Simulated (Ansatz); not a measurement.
Z-matrix (Å, degrees):
```
N
C 1 1.4274
H 2 1.0908 1 110.77
H 2 1.1016 3 108.72 1 122.57
H 2 1.1017 3 108.66 4 115.05
C 1 1.4274 2 111.75 3 179.60
H 6 1.0908 1 110.77 2 -179.91
H 6 1.1016 7 108.70 1 -122.50
H 6 1.1016 7 108.68 8 -115.05
```
Charge 0, spin multiplicity 2.

The numbers are results of frozen-core CCSD(T)/def2-TZVPP // PBE0-D4/def2-TZVP in Ansatz (an electronic-structure program), not measurements.

```yaml
HF energy: -133.68169 Ha
MP2 correlation energy: -0.52669 Ha
```

Problem. Estimate the CCSD correlation energy, the (T) correction, the total energy and the T1 diagnostic.

Solution. 
```json
{
  "CCSD correlation energy": "-0.56759 Ha",
  "(T) correction": "-0.02068 Ha",
  "CCSD(T) total energy": "-134.26996 Ha",
  "T1 diagnostic": "0.014"
}
```
